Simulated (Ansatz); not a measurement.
Input file for Ansatz (a quantum-chemistry and plane-wave program): R-CCSD(T)/def2-QZVPP on H2Sn (SMILES [SnH2]), 2S+1 = 1, a spin state set in the input, which need not be the lowest, at the other state's geometry. Elements past Kr take the def2 small-core potentials; no spin–orbit coupling. Files ending in .json are basis or fitting sets from the Basis Set Exchange. The run froze 9 orbitals, filled d shells among them.

Ansatz 0.2 input:
```yaml
crystal:
  periodic: [false, false, false]
  atoms:
    - {symbol: Sn, position_ang: [-0.00008635, 0.03366835, 0.00000000]}
    - {symbol: H, position_ang: [-1.48727333, -0.84552885, 0.00000000]}
    - {symbol: H, position_ang: [1.49159098, -0.83788862, 0.00000000]}
basis:
  gaussian:
    orbitals: def2-QZVPP.json
magnetization: {spin_polarized: false}
correlation: {method: ccsd_t, electrons: outside_noble_gas}
scf: {omitted_lower_state_checks: [cluster_reference]}
```

Problem. Give the final energy of this run.

Solution. -214.5878 hartree (reference determinant -214.4617, T1 diagnostic 0.013).

Problem. How many basis functions does it have, and what does it roughly cost on one machine?

Solution. 142 functions; roughly 7 core-seconds.
